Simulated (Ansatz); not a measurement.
**C3H9In (trimethylindium (TMIn)): a line through the functionals**

C3H9In has 13 atoms, charge 0, and is taken as a singlet. As SMILES, `[CH3][In]([CH3])[CH3]`. Geometry: relaxed at PBE0-D4/def2-TZVP.

The HOMO–LUMO gap y, in eV, basis def2-SVP with a core potential; a is the functional's share of exact exchange. Programs: Ansatz 0.2.0.

| functional | program | a | y (eV) |
| --- | --- | --- | --- |
| revPBE | Ansatz | 0 | 4.33 |
| PBE | Ansatz | 0 | 4.27 |
| B3LYP | Ansatz | 0.2 | ? |
| PBE0 | Ansatz | 0.25 | 6.19 |
| BHLYP | Ansatz | 0.5 | 7.86 |

Task: Fit y = c + s·a to the known rows and predict B3LYP.

Result: 
1. Means of the 4 rows: a = 0.1875, y = 5.662.
2. Σ(Δa)² = 0.17188, Σ(Δa·Δy) = 1.2306, so the slope is 1.2306/0.17188 = 7.1596.
3. Intercept: 5.662 − (7.1596) × 0.1875 = 4.320. The largest residual of the fit is 0.080.
4. B3LYP: 4.320 + (7.1596) × 0.2 = 5.75 eV.

The run gave 5.65 eV, so the prediction is off by +0.10 eV, about the largest residual. Exact exchange lowers occupied levels and raises empty ones.
